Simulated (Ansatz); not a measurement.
Relaxation of C3H7NSi (12 atoms, charge 0, multiplicity 1), to a largest force component of 0.02 eV/Å in at most 40 steps.

All numbers below come from RKS PBE-D4/STO-3G (Ansatz 0.2.0).

```xyz
12
Properties=species:S:1:pos:R:3:forces:R:3
Si -1.697 -0.160 0.286 -6.59 0.98 0.32
N -0.127 0.232 0.164 -5.62 0.73 -3.63
C 0.883 0.234 0.946 11.74 0.55 5.71
C 1.894 0.154 -0.047 -6.54 -0.26 1.64
C 0.667 -0.032 -1.017 3.26 1.28 -0.19
H -2.312 0.544 1.483 0.64 -0.82 -0.91
H -1.891 -1.584 0.358 -0.26 -0.62 0.06
H -2.389 0.409 -0.948 0.67 -0.76 1.08
H 1.050 0.319 2.085 -1.19 0.01 -1.56
H 2.897 0.105 -0.107 4.49 -0.28 -0.36
H 0.544 0.739 -1.756 -0.23 0.87 -1.36
H 0.557 -1.017 -1.414 -0.36 -1.69 -0.80
```

Where does it end, and by what steps?

It converged. Limits of this set-up: minimal basis. After 11 steps the energy has fallen by 2.039 eV; N2 moved furthest, 0.46 Å. The start is strongly strained (largest force component 12 eV/Å).

| step | energy less start (eV) | largest force component (eV/Å) | accepted |
| --- | --- | --- | --- |
| 0 | 0.0000 | 11.744 | yes |
| 1 | -1.6206 | 3.459 | yes |
| 2 | -1.8417 | 0.829 | yes |
| 3 | -1.9065 | 0.538 | yes |
| 4 | -1.9413 | 0.213 | yes |
| 5 | -1.9799 | 0.212 | yes |
| 6 | -2.0151 | 0.423 | yes |
| 7 | -2.0296 | 0.161 | yes |
| 8 | -2.0373 | 0.186 | yes |
| 9 | -2.0378 | 0.129 | yes |
| 10 | -2.0385 | 0.029 | yes |
| 11 | -2.0386 | 0.011 | yes |

```xyz
12
Properties=species:S:1:pos:R:3
Si -1.767 -0.171 0.311
N -0.184 0.672 0.036
C 0.924 0.354 0.960
C 1.812 -0.078 0.022
C 0.751 0.084 -1.078
H -2.301 0.335 1.566
H -1.650 -1.627 0.384
H -2.640 0.179 -0.800
H 0.924 0.539 2.051
H 2.885 -0.308 -0.004
H 0.962 0.824 -1.883
H 0.360 -0.857 -1.531
```

The run took 24 s on 1 thread of Arm Neoverse V1, with other jobs on the host, peak memory 0.11 GiB.
